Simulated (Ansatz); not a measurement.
Mulliken charges of BFGeH5NO (`N[BH][GeH]([OH])[F]`) from PBE/def2-TZVPP in Ansatz (PBE0-D4/def2-TZVP geometry).

| atom | x (Å) | y (Å) | z (Å) | charge (e) |
| --- | --- | --- | --- | --- |
| N1 | -1.593 | -0.665 | -0.458 | -0.195 |
| B2 | -0.434 | -0.967 | 0.226 | -0.149 |
| Ge3 | 0.781 | 0.663 | 0.603 | 0.576 |
| O4 | 2.348 | 0.655 | -0.229 | -0.382 |
| F5 | -0.152 | 1.977 | -0.121 | -0.376 |
| H6 | -2.281 | -1.352 | -0.722 | 0.182 |
| H7 | -1.824 | 0.278 | -0.733 | 0.191 |
| H8 | -0.190 | -2.093 | 0.540 | 0.014 |
| H9 | 1.131 | 1.146 | 2.017 | -0.033 |
| H10 | 2.296 | 0.307 | -1.121 | 0.172 |

Task: By hand: the dipole of these point charges (1 e Å = 4.8032 D).

Result: Σ q r = (-0.423, -0.545, 0.013) e Å, of length 0.690 e Å = 3.31 D.

Task: How does the dipole of the full density compare? (An estimate is asked.)

Result: Ansatz gave: (-0.500, -0.522, -0.222) e Å, 3.63 D; the point charges give 0.91 times that, at 19° from its direction.

Point charges leave out the atoms' own dipoles, such as those of lone pairs, and Mulliken's split depends on the basis, so the two needn't agree.
